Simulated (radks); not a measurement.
The numbers below are computed, except where a source is named.
Ionisation of the platinum ion Pt3+, [Xe] 4f14 5d7, to [Xe] 4f14 5d6 as the strength of local exchange is varied. Level of theory: scalar-relativistic Kohn-Sham, Slater X-alpha exchange (alpha = 2/3 is LDA exchange), no correlation, spin-unpolarised, spherical densities, finite nucleus; Fermi nuclear charge, rms radius 5.427 fm (a radial shooting solver on a logarithmic mesh with Libxc functionals).

| alpha | E(Pt3+) (hartree) | exchange (hartree) | IE (eV) | -e of the level emptied (eV) | <r> of it (bohr) |
|---|---|---|---|---|---|
| 0.667 | -18389.3077 | -334.8324 | 44.343 | 37.492 (5d) | 1.496 |
| 0.75 | -18431.2521 | -377.3890 | 46.106 | 39.157 (5d) | 1.475 |
| 0.865 | -18489.5317 | -436.6777 | 48.619 | 41.538 (5d) | 1.446 |
| 0.878 | -18496.1318 | -443.4036 | 48.908 | 41.812 (5d) | 1.443 |
| 0.989 | -18552.5855 | -501.0284 | 51.418 | 44.200 (5d) | 1.417 |

NIST Atomic Spectra Database: 43 +/- 1.7 eV (theoretical). The central value is not met in this range of alpha. Spin polarisation and multiplet splitting are left out, so open shells lie too high by an amount that depends on their filling. Spin-orbit splitting is averaged out at the scalar-relativistic level.

Beside tabulated values, note that spin-unpolarised runs miss the spin-polarisation part of the exchange energy of open shells.
